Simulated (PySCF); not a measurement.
Compound: C4H10Si2 (charge +1 and doublet state).
Z-matrix (Å and degrees, GFN2-xTB geometry), rows numbered from 1:
```
C 
C   1  1.3364
C   2  1.4402  1  123.34
Si  3  2.0071  2  108.65  1   129.57
C   3  1.3120  2  131.71  1   -48.08
Si  5  1.9386  3  130.12  2   159.74
H   1  1.0776  2  120.82  3   175.56
H   1  1.0777  2  122.37  3    -3.86
H   2  1.0818  1  120.34  3   178.59
H   4  1.4625  3  100.06  2   -90.60
H   4  1.4592  3  104.88  2    28.54
H   4  1.4592  3  104.14  2   149.30
H   5  1.0839  3  120.15  2   -23.48
H   6  1.4631  5  105.74  3   -27.48
H   6  1.4570  5  105.34  3  -148.68
H   6  1.4646  5  102.07  3    91.82
```

The hyperfine couplings belong to this conformer and change with its torsions.

Identity: `[CH2+][CH]/C([SiH3])=C/[SiH3]` [radical] (charge +1).

The calculation used UKS B3LYP, pcH-1 on C H Si, non-relativistic, mean-field spin-orbit, GIAO in PySCF. Geometry: GFN2-xTB, one conformer, isolated ion. Couplings are sensitive to structure, and on GFN2-xTB geometries they can be far from those on DFT ones, by a factor of two or more for some ions and for spin on atoms past the first row. The frame is twisted about the C2–C3 bond at this geometry (dihedral C1–C2–C3–C5 = -48°); couplings at other torsion angles weren't computed. No stability test was run, so a lower SCF solution isn't excluded.

**Question.** What is the g tensor, term by term?

**Answer.** 
```tsv
Δg (ppm)	1	2	3
relativistic mass correction	-143	-143	-143
gauge correction	6	27	18
orbital Zeeman/spin–orbit	772	1100	1401
total	635	984	1276
```

So g = 2.00295, 2.00330, 2.00359 and g_iso = 2.00328; the tensor is rhombic: the two nearest values differ by 46 % of g3 − g1. Axes: g1 points within 14° of the C5–H13 bond.

**Question.** What are the electron Larmor frequencies g μB B/h along the three axes at 340 mT?

**Answer.** 9.5315, 9.5332, 9.5346 GHz for g1, g2 and g3, a range of 3.0 MHz.

**Question.** At 34.198 GHz, how far is the centre of the isotropic spectrum from where a free electron (g = 2.002319) resonates?

**Answer.** B = hν/(g μB) with μB/h = 13.99624 MHz/mT gives 1220.27 mT for the free electron and 1219.68 mT at g_iso, 0.59 mT lower.

**Question.** What effective moment and Curie constant follow for a powder?

**Answer.** With the mean of g² = 4.0131 and S(S+1) = 0.75: μ_eff = √(⟨g²⟩S(S+1)) = 1.735 μB and χT = 0.12505·⟨g²⟩·S(S+1) = 0.376 cm³ K/mol (cgs; spin-Hamiltonian part alone).

**Question.** In a frozen sample, at which fields do the three g values resonate at 9.5, 34, 94 and 263 GHz (hyperfine left aside), and which band first spreads them over more than twice a line width of 0.3 mT?

**Answer.** 
```csv
band,GHz,B(g3) mT,B(g2) mT,B(g1) mT,spread mT
X,9.5,338.77,338.82,338.88,0.11
Q,34.0,1212.43,1212.61,1212.82,0.39
W,94.0,3352.02,3352.51,3353.09,1.07
J,263.0,9378.52,9379.89,9381.52,3.00
```

The spread grows in proportion to the frequency. W band is the first where it exceeds 0.6 mT.

Largest spin populations (Mulliken): C1 (+0.35), C5 (+0.31), C3 (+0.19) and Si4 (+0.09). Three atoms exceed +0.15.

The HOMO–LUMO gaps are 5.37 eV among the α and 2.92 eV among the β orbitals.

The SMILES draws the unpaired electron on C2; the largest computed Mulliken spin population is on C1 (0.35 against 0.00).
